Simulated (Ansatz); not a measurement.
Relaxation of CH$_{6}$BClO (10 atoms, charge 0, multiplicity 1), to a largest force component of 0.03 eV/Å in at most 50 steps.

The calculation used RKS PBE0-D4/6-31G* in Ansatz 0.2.0.

```xyz
10
Properties=species:S:1:pos:R:3
B -0.103 -0.327 -0.046
Cl -0.038 -0.653 1.761
O 1.047 -0.401 -0.740
H 1.805 -0.604 -0.175
C -1.474 -0.059 -0.735
H -2.020 -1.007 -0.832
H -2.103 0.607 -0.138
H -1.346 0.361 -1.737
H 0.327 2.000 0.345
H 0.269 1.800 1.023
```

Question: Where does it end, and by what steps?

Answer: It converged. The force dipped under the threshold on the way, but the program's further checks kept it going. After 34 steps the energy has fallen by 0.192 eV; H10 moved furthest, 1.35 Å.

```csv
step,energy less start (eV),largest force component (eV/Å),accepted
0,0.0000,1.337,yes
2,-0.1630,0.261,yes
4,-0.1733,0.106,yes
6,-0.1802,0.045,yes
8,-0.1812,0.056,yes
10,-0.1820,0.138,yes
12,-0.1831,0.020,yes
14,-0.1837,0.093,yes
16,-0.1842,0.035,yes
18,-0.1846,0.126,yes
20,-0.1864,0.018,yes
22,-0.1871,0.041,yes
24,-0.1879,0.054,yes
26,-0.1867,0.200,no
28,-0.1891,0.018,yes
30,-0.1900,0.043,yes
32,-0.1909,0.108,yes
34,-0.1920,0.029,yes
```

```xyz
10
Properties=species:S:1:pos:R:3
B -0.235 -0.629 -0.035
Cl -0.220 -1.710 1.394
O 0.939 -0.120 -0.468
H 1.689 -0.407 0.070
C -1.581 -0.281 -0.744
H -2.125 -1.190 -1.026
H -2.238 0.269 -0.059
H -1.421 0.329 -1.638
H 0.815 2.412 0.423
H 0.741 3.045 0.809
```

Whether the end is a true minimum wasn't checked by a vibrational analysis.

Time of the run: 3.4 min on 1 thread of Arm Neoverse N1 (shared host), peak memory 0.15 GiB.
